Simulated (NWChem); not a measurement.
Species: C2H5O2 cation; SMILES CC(O)=[OH+]

```xyz
9

C      0.0256    -1.4224     0.0030
C     -0.0073     0.0532     0.0086
O     -1.1428     0.6432    -0.1134
O      1.0367     0.8137     0.0993
H      0.8412    -1.8164     0.6399
H     -0.9534    -1.8287     0.3175
H      0.2104    -1.7593    -1.0435
H     -1.0662     1.6308    -0.1323
H      1.8844     0.3202     0.1937
```
Atoms are numbered in this order, from 1.

Level: PBE-D3(BJ)/def2-SVP (NWChem), optimised geometry, unscaled harmonic frequencies. 

### Question
List the harmonic frequencies with IR intensities, and the thermochemistry.

### Answer
```tsv
frequency (cm⁻¹)	IR intensity (km/mol)
45	1.5
428	2.1
529	3.6
558	31.3
621	230.8
744	57.2
896	20.9
982	5.1
1004	17.1
1131	166.8
1161	111.1
1313	37.3
1348	50.7
1391	26.5
1538	266.0
1629	231.8
2971	44.4
3067	19.9
3125	16.7
3534	262.2
3604	226.9
```

```yaml
zero_point_energy: 45.2 kcal/mol
thermal correction to the enthalpy at 298.15 K (with zero-point energy): 48.8 kcal/mol
heat capacity Cv: 15.6 cal/(mol K)
entropy at 298.15 K and 1 atm (symmetry number 1): 70.4 cal/(mol K)
```

Rigid rotor and harmonic oscillator; modes under 100 cm⁻¹ make the entropy uncertain.
